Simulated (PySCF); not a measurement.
C5H6, SMILES C1CC1C#C.

Geometry: B3LYP-D3(BJ)/def2-SVP.

Level of theory: PySCF with SMD-ωB97X/6-31G*.

Solvation free energies are E(SMD) − E(gas) at the gas-phase geometry, for 1 M in both phases. In vacuum the dipole moment is 0.81 D.

Computed solvation free energies in water, n-hexane, toluene:
| solvent | ΔG(solv) (kcal/mol) | its non-electrostatic (CDS) part | dipole (D) |
|---|---|---|---|
| water | -1.4 | 3.8 | 1.14 |
| n-hexane | -4.1 | -2.3 | 0.93 |
| toluene | -4.4 | -2.0 | 0.97 |
